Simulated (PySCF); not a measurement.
Correlation energy of I (iodine, neutral)

[Kr] 4d10 5s1 5p6, 2S determinant (an excited configuration). Computed with PySCF 2.14 in aug-cc-pwCVTZ-PP with ECP28MDF, with a scalar-relativistic core potential. Frozen: 4s2 4p6 4d10; 7 electrons correlated.

MP2 pair energies summed by pair of shells (mhartree):

```tsv
pair	energy	share (%)
5p-5p	-165.46	89.2
5s-5p	-20.00	10.8
```

Total MP2 correlation energy: -185.46 mhartree.

Same-spin part -33.12 and opposite-spin part -152.34 mhartree; SCS-MP2 scales them by 1/3 and 6/5 to -193.85 mhartree.
